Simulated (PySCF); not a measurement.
# Heteronuclear NMR

Geometry (Å), atoms numbered from 1 in this order:
```xyz
17

C     2.466   -0.990   -0.147
C     1.734    0.319    0.017
O     2.320    1.369   -0.042
N     0.332    0.269    0.244
B    -0.334    1.500    0.649
N    -1.742    1.469    0.838
B    -2.539    0.303    0.657
N    -1.849   -0.884    0.269
B    -0.446   -0.936    0.061
H     3.539   -0.767   -0.167
H     2.183   -1.481   -1.089
H     2.240   -1.693    0.667
H     0.293    2.505    0.840
H    -2.192    2.327    1.128
H    -3.735    0.315    0.823
H    -2.380   -1.733    0.128
H     0.066   -1.973   -0.274
```

- PBE0-D3(BJ)/def2-SVP structure
- shielding tensors at PBE0/pcSseg-1 (GIAO)
- spin–spin couplings from B3LYP/pcJ-1 (spin–dipole term only in couplings to heteroatoms)
- code: PySCF
- isolated molecule, non-relativistic Hamiltonian, rapidly exchanging positions averaged, one conformer

Q: Where does 15N resonate?

A: 
```
atoms                                      environment  σ (ppm)  δ (ppm)
   N4                              amide-type nitrogen     58.4   -203.9
N6/N8  nitrogen bonded to 2 B, H, in a 6-membered ring    119.1   -259.5
```

Shieldings were converted by a linear fit to measured shifts: 15N: δ = -150.45 − 0.916σ (rms 7.2 ppm, 79 shifts vs CH3NO2, solution or neat liquid). Occasional misses reach two or three times the rms, and more in compound classes unlike the fitted ones. Couplings are scaled by factors fitted to measured values: 2J(H,H) × 0.91 (rms 0.6 Hz); all others are unscaled and can be 10–30 % off.

Couplings (the largest are listed; each averaged over equivalent pairs): 1J(B5,N6) = -25.8 Hz, 1J(N6,B7) = -25.5 Hz, 1J(N4,B5) = -24.8 Hz, 2J(N6,H15) = -4.6 Hz, 2J(N6,H13) = -4.4 Hz, 2J(N4,H13) = -3.1 Hz, 3J(B5,N8) = -2.1 Hz, 3J(N4,B7) = -1.9 Hz. Signs are for 15N, whose magnetogyric ratio is negative.

On a 600 MHz spectrometer 15N resonates near 60.8 MHz, so 1 ppm is 60.8 Hz.

Q: Where does 17O resonate?

A: 
```
atoms                 environment  σ (ppm)  δ (ppm)
   O3  amide-type carbonyl oxygen   -212.2    453.3
```

Shieldings were converted by a linear fit to measured shifts: 17O: δ = 264.06 − 0.892σ (rms 13.4 ppm, 147 shifts, 14.2 ppm with the 1 outlier that the fit left out vs liquid water, solution or neat liquid). A few per cent of atoms miss by over 2 rms, more outside the fitted compound classes. Couplings are scaled by factors fitted to measured values: 2J(H,H) × 0.91 (rms 0.6 Hz); all others are unscaled and can be 10–30 % off.

Couplings (the largest are listed; each averaged over equivalent pairs; quadrupolar broadening usually hides them): 3J(O3,B5) = -2.3 Hz, 3J(O3,H10) = -1.9 Hz.

On a 400 MHz spectrometer 17O resonates near 54.2 MHz, so 1 ppm is 54.2 Hz.
